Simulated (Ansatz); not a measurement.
Ansatz (an electronic-structure program) input:
A basis named .json is the Basis Set Exchange file of that set.

Ansatz 0.2 input:
```yaml
crystal:
  periodic: [false, false, false]
  atoms:
    - {symbol: C, position_ang: [2.81044064, -0.04028169, -0.58846443]}
    - {symbol: C, position_ang: [1.38271551, -0.21401153, -0.19913086]}
    - {symbol: C, position_ang: [0.61583252, 0.77702727, 0.38009581]}
    - {symbol: C, position_ang: [-0.71027985, 0.68571787, 0.77044993]}
    - {symbol: C, position_ang: [-1.58030579, -0.51812245, 0.60813710]}
    - {symbol: C, position_ang: [-2.41089395, -0.47552178, -0.68545795]}
    - {symbol: H, position_ang: [3.45878877, -0.75273607, -0.06588263]}
    - {symbol: H, position_ang: [2.96013795, -0.22028863, -1.65896877]}
    - {symbol: H, position_ang: [3.16733743, 0.96604494, -0.36346811]}
    - {symbol: H, position_ang: [0.93900328, -1.18510626, -0.38983785]}
    - {symbol: H, position_ang: [1.10432379, 1.73480016, 0.54447088]}
    - {symbol: H, position_ang: [-1.17707403, 1.57447206, 1.18025777]}
    - {symbol: H, position_ang: [-2.26118989, -0.58977626, 1.46151954]}
    - {symbol: H, position_ang: [-0.97790509, -1.42931804, 0.61664843]}
    - {symbol: H, position_ang: [-3.04837966, 0.41028917, -0.71095505]}
    - {symbol: H, position_ang: [-1.75871954, -0.44094769, -1.55944916]}
    - {symbol: H, position_ang: [-3.05137756, -1.35627961, -0.76811278]}
basis:
  gaussian:
    orbitals: cc-pwCVTZ.json
magnetization: {spin_polarized: true, initial_magnetization: 1}
correlation: {method: ccsd_t, electrons: outside_noble_gas}
```

Problem. Which total energy does the run end on?

Solution. -234.77062 Eh (CCSD(T)/cc-pwCVTZ).

It need not be the lowest isomer of its formula.

The determinant is spin-contaminated: <S^2> is 0.95 against 0.75 for a pure state.
